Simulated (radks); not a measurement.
Question: Radial electron density D(r) = 4 pi r^2 rho(r) of an atom or ion with 41 electrons. All-electron calculation, scalar-relativistic Kohn-Sham, r2SCAN, spin-polarised, spherical densities, finite nucleus; meta-GGA in the generalised Kohn-Sham scheme; Fermi nuclear charge, rms radius of each element as measured or else 0.836 A^(1/3) + 0.57 fm. Program: a radial shooting solver on a logarithmic mesh with Libxc functionals.

```
   r/bohr * D(r) (the largest magnitude, 116, reaches the edge; | marks zero)
  0.00169 |    *
 0.002183 |      *
 0.002842 |         *
 0.003672 |              *
 0.004781 |                   *
 0.006176 |                         *
 0.008042 |                                *
  0.01039 |                                     *
  0.01353 |                                        *
  0.01747 |                                        *
  0.02275 |                                     *
  0.02963 |                                    *
  0.03827 |                                        *
  0.04983 |                                                *
  0.06437 |                                                      *
  0.08382 |                                                 *
   0.1083 |                                         *
    0.141 |                                          *
   0.1821 |                                               *
   0.2371 |                                      *
   0.3063 |                     *
   0.3989 |                *
   0.5152 |                *
   0.6709 |        *
   0.8736 | *
    1.128 *
    1.469 *
```

What is the nuclear charge?

Answer: Z = 65. The innermost maximum, from 1s, lies near gamma/Z bohr with gamma = sqrt(1 - (Z/c)^2) = 0.880, here 0.0135 bohr (found: 0.0149), and its height grows with Z. The density is that of the terbium ion Tb24+ in [Kr] 4d5; the configuration itself is not fixed sharply by these data, and Z only to a few units. D(r) has 4 maxima, at r = 0.0149, 0.0659, 0.184, 0.468 bohr, and minima at 0.0285, 0.121, 0.380 bohr, inside which lie 1.94, 11.08, 29.14 electrons.
